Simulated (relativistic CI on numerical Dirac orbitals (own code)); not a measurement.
Hyperfine structure of Zr24+, mass number 91

Method of calculation: Dirac-Coulomb-Breit CI, separate exchange-only KLI orbitals for each configuration, model QED (radiative potential, 1s self-energy scaled to tabulated hydrogen-like ionisation energies), unscaled Slater integrals (own radial code, finite nucleus).

Configurations in the expansion (outside the closed core [Ne]): 3s²3p⁴, 3s3p⁵, 3s²3p³3d, 3p⁶, 3s3p⁴3d, 3p⁵3d, 3s3p³3d², 3s²3p²3d4p, 3p⁵4s, 3s²3p³4s, 3s3p³3d4s, 3p⁵4p, 3s²3p³4p, 3s²3p²3d², 3s²3p3d³, 3s3p²3d³, 3s²3p3d²4s, 3s²3p3d²4p, 3p⁴3d², 3p³3d³, 3p³3d²4s, 3p³3d²4p. Double excitations out of closed p, d and f shells are left out; levels of such configurations are missing from the list, as are those of other unlisted configurations, and high levels can miss mixing partners.

Nuclear spin I = 5/2, μ = -1.3022 μN, Q = -0.176 b (tables of Stone and Pyykkö). The electronic factors are computed for point nuclear moments, without core polarisation or the Bohr-Weisskopf and QED corrections.

```tsv
Level	E (cm⁻¹)	A (MHz)	B (MHz)
3s²3p⁴ ³P2	0	-11840	-3270
3s²3p⁴ ³P1	136017	1793	3780
3s²3p⁴ ¹D2	178412	-26770	10900
3s3p⁵ ³P°2	686589	-52930	6650
3s3p⁵ ³P°1	740811	-2982	-1440
3s²3p³3d ⁵D°3	832803	-6216	-2090
3s²3p³3d ⁵D°1	850585	-6180	1210
3s²3p³3d ⁵D°4	858018	-3917	-2460
```

Levels with J = 0, under 50 % of one LS term, or S terms without an open s electron are left out. Small factors come from cancelling terms and can be off by tens of per cent or more.

At this charge energies of transitions that change n are usually good to better than 1 %, and those within a shell (Δn = 0) to a few per cent.

**Question.** Give the hyperfine levels of 3s²3p⁴ ³P2 relative to its centre of gravity.

**Answer.** With K = F(F + 1) − I(I + 1) − J(J + 1), E = AK/2 + B[¾K(K + 1) − I(I + 1)J(J + 1)]/[2I(2I − 1)J(2J − 1)]: F = 1/2: 80600, F = 3/2: 64310, F = 5/2: 36340, F = 7/2: -4532, F = 9/2: -60030 MHz.

LS names give the leading component of a level, which can be under half, so a name can repeat, a term be missing and a line seem to break the LS rules.
